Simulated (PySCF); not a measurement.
Ta (tantalum, neutral) across methods

[Xe] 4f14 5d3 6s1 7s1, high-spin 6F determinant (an excited configuration). Computed with PySCF 2.14 in aug-cc-pVTZ-PP with ECP60MDF, with scalar relativity through the core potential.

```json
{"method": "TPSSh", "E (hartree)": "-57.1093", "mean ε 6s α (eV)": "-9.055", "mean ε 5d α (eV)": "-8.759", "mean ε 7s α (eV)": "-1.629", "Σ⟨r²⟩ (bohr²)": "130.2", "⟨S²⟩": "8.751"}
{"method": "LC-wPBE", "E (hartree)": "-57.1310", "mean ε 6s α (eV)": "-11.667", "mean ε 5d α (eV)": "-12.065", "mean ε 7s α (eV)": "-2.505", "Σ⟨r²⟩ (bohr²)": "129.8", "⟨S²⟩": "8.753"}
{"method": "LDA", "E (hartree)": "-56.9663", "mean ε 6s α (eV)": "-9.085", "mean ε 5d α (eV)": "-8.149", "mean ε 7s α (eV)": "-1.591", "Σ⟨r²⟩ (bohr²)": "126.0", "⟨S²⟩": "8.750"}
{"method": "TPSS", "E (hartree)": "-57.1199", "mean ε 6s α (eV)": "-8.772", "mean ε 5d α (eV)": "-8.261", "mean ε 7s α (eV)": "-1.543", "Σ⟨r²⟩ (bohr²)": "130.1", "⟨S²⟩": "8.751"}
{"method": "PBE", "E (hartree)": "-57.1438", "mean ε 6s α (eV)": "-8.858", "mean ε 5d α (eV)": "-8.212", "mean ε 7s α (eV)": "-1.592", "Σ⟨r²⟩ (bohr²)": "128.1", "⟨S²⟩": "8.751"}
{"method": "UHF", "E (hartree)": "-56.61708", "mean ε 6s α (eV)": "-11.276", "mean ε 5d α (eV)": "-12.780", "mean ε 7s α (eV)": "-2.249", "Σ⟨r²⟩ (bohr²)": "131.7", "⟨S²⟩": "8.756"}
{"method": "r2SCAN", "E (hartree)": "-57.1545", "mean ε 6s α (eV)": "-9.092", "mean ε 5d α (eV)": "-8.626", "mean ε 7s α (eV)": "-1.528", "Σ⟨r²⟩ (bohr²)": "128.8", "⟨S²⟩": "8.752"}
{"method": "HSE06", "E (hartree)": "-57.1132", "mean ε 6s α (eV)": "-9.203", "mean ε 5d α (eV)": "-9.075", "mean ε 7s α (eV)": "-1.589", "Σ⟨r²⟩ (bohr²)": "129.1", "⟨S²⟩": "8.752"}
```

(1) Estimate the same row for PBE0.

Energies and moments cover only the electrons outside the core potential. Spin-orbit coupling, absent here, splits the open shell strongly. The outer electron is Rydberg-like, and this basis confines it to a smaller radius and binds it less than a complete one would.

Answers

(1) E (hartree) = -57.1128; mean ε 6s α (eV) = -9.571; mean ε 5d α (eV) = -9.488; mean ε 7s α (eV) = -1.819; Σ⟨r²⟩ (bohr²) = 129.0; ⟨S²⟩ = 8.752.
